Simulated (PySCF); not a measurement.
Two species compared at the same levels of theory.

First species: C₇H₁₅Si (charge +1).
Geometry (PBE0-D3(BJ)/def2-SVP, Å), atoms numbered from 1 in this order:
```xyz
23
C7H15Si angstrom
C     -2.5175    0.5926    1.2551
Si    -1.7583   -0.7884    0.3188
C     -2.8870   -1.9880   -0.4855
C      0.0645   -0.8675    0.1422
C      0.6059    0.3395   -0.6718
C      2.1116    0.3130   -0.7268
C      2.8798    1.5933   -0.8582
C      2.9109    0.8322    0.4335
H     -3.1361    1.2056    0.5746
H     -3.2082    0.1962    2.0201
H     -1.7716    1.2383    1.7392
H     -2.3549   -2.7804   -1.0294
H     -3.5457   -2.4459    0.2743
H     -3.5566   -1.4526   -1.1830
H      0.3665   -1.8212   -0.3185
H      0.5088   -0.8335    1.1556
H      0.1950    0.3249   -1.6963
H      0.2773    1.2882   -0.2132
H      2.5222   -0.5564   -1.2523
H      2.3176    2.5312   -0.8857
H      3.7716    1.5912   -1.4891
H      3.8273    0.3055    0.7100
H      2.3689    1.2596    1.2836
```

Second species: C₆H₉N₃.
Atom-mapped SMILES: `[CH3:1][CH2:2][c:3]1[cH:4][n:5][n:6][c:7]([CH3:8])[n:9]1` (hydrogens: H10, H11, H12 on C1; H13, H14 on C2; H15 on C4; H16, H17, H18 on C8)

Levels: B3LYP/def2-SVPD for HOMO energy, LUMO energy, HOMO–LUMO gap, static isotropic polarisability and electronic spatial extent ⟨r²⟩ about the centre of nuclear charge; TDDFT B3LYP/def2-SVPD for lowest singlet excitation; TDA B3LYP/def2-SVPD for lowest triplet excitation (Tamm–Dancoff); ΔSCF B3LYP/def2-SVPD for vertical ionisation energy and vertical electron affinity; PBE0-D3(BJ)/def2-SVP for rotational constant A and rotational constant C. Geometries: PBE0-D3(BJ)/def2-SVP. Each structure is a single optimised conformer of the isolated species, non-relativistic unless stated. Electronic properties by PySCF.

The conformers computed, where there is a choice (atom-mapped SMILES and torsion angles):
- `[CH3:1][Si+:2]([CH3:3])[CH2:4][CH2:5][CH:6]1[CH2:7][CH2:8]1`: C1–Si2–C4–C5 -64°, Si2–C4–C5–C6 176°, C4–C5–C6–C7 -151°
- `[CH3:1][CH2:2][c:3]1[cH:4][n:5][n:6][c:7]([CH3:8])[n:9]1`: C1–C2–C3–C4 127°

```csv
property,column X,column Y
HOMO energy,-11.20 eV,-6.46 eV
LUMO energy,-7.38 eV,-2.14 eV
HOMO–LUMO gap,3.82 eV,4.32 eV
lowest singlet excitation,3.15 eV,2.96 eV
lowest triplet excitation (Tamm–Dancoff),3.04 eV,2.31 eV
static isotropic polarisability,105.9 au,92.0 au
vertical ionisation energy,13.38 eV,8.65 eV
vertical electron affinity,5.45 eV,0.14 eV
electronic spatial extent ⟨r²⟩ about the centre of nuclear charge,1883 bohr²,1269 bohr²
rotational constant A,3.824 GHz,2.882 GHz
rotational constant C,0.625 GHz,0.944 GHz
```

Problem. Which column belongs to which species?

Solution. Column X is the first species and column Y the second. The first has 23 atoms and 70 electrons, the second 18 and 66; their charges are +1 and 0, their HOMO energies -11.20 eV and -6.46 eV.

Problem. How does each property change from the first species to the second?

Solution. HOMO energy +4.74 eV; LUMO energy +5.24 eV; HOMO–LUMO gap +0.50 eV; lowest singlet excitation -0.19 eV; lowest triplet excitation (Tamm–Dancoff) -0.73 eV; static isotropic polarisability -13.9 au; vertical ionisation energy -4.73 eV; vertical electron affinity -5.31 eV; electronic spatial extent ⟨r²⟩ about the centre of nuclear charge -614 bohr²; rotational constant A -0.942 GHz; rotational constant C +0.319 GHz.

On the first: The ΔSCF ionisation energy exceeds −ε(HOMO) by 2.18 eV with B3LYP. The 10 singlets span 3.15 to 6.68 eV, and their oscillator strengths add up to 0.21.

On the second: The principal polarisabilities are 64.3, 96.5 and 115.2 au; their mean is the isotropic value. 1 of the 10 computed singlets lies in the visible range (750 to 380 nm, 1.65 to 3.26 eV), with an oscillator strength of 0.004.
